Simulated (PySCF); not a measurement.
These compounds are isomers of formula C7H9O2P.

A. `InChI=1S/C7H9O2P/c1-6-5-10(6,8)7-3-2-4-9-7/h2-4,6H,5H2,1H3/t6-,10-/m1/s1`
B. `CC([P@](C#C)(=O)C1CC1)=O`
C. SMILES c1([P@@](C)(=O)O)ccccc1
D. SMILES O=P1(c2ccco2)CCC1

Spectrum 1. ¹H NMR (500 MHz, computed): δ 8.05 (m, 2H), 7.78 (m, 1H), 7.74 (m, 2H), 2.61 (br s, 1H), 1.50 (m, 3H). ¹³C{¹H} NMR (computed): δ 141.1 (C), 137.3 (CH), 136.0 (CH), 133.5 (CH), 21.8 (CH3).

Spectrum 2. ¹H NMR (500 MHz, computed): δ 2.81 (m, 3H), 2.31 (m, 1H), 1.32 (m, 1H), 0.96 (m, 1H), 0.90 (m, 1H), 0.82 (m, 1H), 0.65 (m, 1H). ¹³C{¹H} NMR (computed): δ 222.9 (C), 98.1 (CH), 84.8 (C), 34.2 (CH3), 10.5 (CH), 3.5 (CH2), 2.3 (CH2).

Spectrum 3. ¹H NMR (500 MHz, computed): δ 7.80 (m, 1H), 6.96 (m, 1H), 6.76 (m, 1H), 3.01 (m, 2H), 2.61 (m, 2H), 2.03 (m, 1H), 1.61 (m, 1H). ¹³C{¹H} NMR (computed): δ 154.3 (C), 152.4 (CH), 120.3 (CH), 117.7 (CH), 45.8 (CH2), 11.3 (CH2).

Spectrum 4. ¹H NMR (500 MHz, computed): δ 7.83 (m, 1H), 7.80 (m, 1H), 6.88 (m, 1H), 2.26 (m, 1H), 2.14 (m, 1H), 1.34 (m, 3H), 0.91 (m, 1H). ¹³C{¹H} NMR (computed): δ 153.5 (CH), 148.4 (C), 135.0 (CH), 119.2 (CH), 25.3 (CH), 21.7 (CH2), 15.3 (CH3).

- PBE0/pcSseg-1 with gauge-including orbitals
- structure optimised with GFN2-xTB
- run in PySCF 2.14
- no solvent, one computed conformer, no relativistic terms, rapidly exchanging positions averaged

δ = σ(ref) − σ, references computed at the same level: ¹H (σref 31.72), ¹³C (σref 186.93) against TMS. Splittings of carbon signals by F and P are missing where no couplings were computed. Where no couplings were computed, multiplicities follow the n + 1 count of equivalent neighbours, and m marks all less simple cases (inequivalent or close neighbours, rings, F or P nearby). Shifts are as computed. Against solution values, carbons near 30 ppm lie about +3 ppm off and those near 130 ppm about +5 ppm. Of 1211 compounds with measured shifts, 218 miss one by over three times the rms of a fit or turn the order of signals round; such compounds aren't used in these exercises. OH and NH positions are gas-phase values without hydrogen bonding to other molecules.

Q: Which spectrum belongs to which compound?

A: 1–C, 2–B, 3–D, 4–A.

- Spectrum 1 (C): 5 ¹³C signals; δC 137.3 is an aromatic CH; δC 136.0 is an aromatic CH.
- Spectrum 2 (B): 7 ¹³C signals; δC 98.1 is a terminal alkyne carbon; δC 84.8 is an alkyne carbon.
- Spectrum 3 (D): 6 ¹³C signals; δC 11.3 is an sp3 CH2 in a ring; δH 7.80 is the hydrogen on an aromatic CH next to the ring oxygen.
- Spectrum 4 (A): 7 ¹³C signals; δC 135.0 is an aromatic CH; δC 25.3 is a three-membered-ring carbon.
